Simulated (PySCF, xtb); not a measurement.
C4H6ClF, SMILES C[C@@H](F)/C=C\Cl. One conformer was computed; it need not be the lowest.

Harmonic wavenumbers (cm⁻¹) from GFN2-xTB run with xtb 6.7.1 at its own minimum, in rising order: 47, 134, 196, 232, 364, 390, 499, 591, 728, 755, 862, 894, 949, 1071, 1088, 1125, 1184, 1239, 1271, 1303, 1390, 1470, 1482, 1681, 2902, 3047, 3050, 3064, 3082, 3096.

**Question.** What does PySCF 2.14.0 with PBE0-D3(BJ)/def2-SVP give at its own minimum? (Estimate from the structure and the level; the computed values follow.)

**Answer.** 51, 147, 246, 260, 384, 419, 536, 626, 726, 765, 890, 949, 969, 1102, 1133, 1161, 1203, 1304, 1351, 1381, 1390, 1457, 1466, 1735, 3066, 3072, 3171, 3177, 3202, 3246. Paired by order, the mean absolute difference is 49 cm⁻¹ and the zero-point energies are 56.0 and 58.0 kcal/mol.
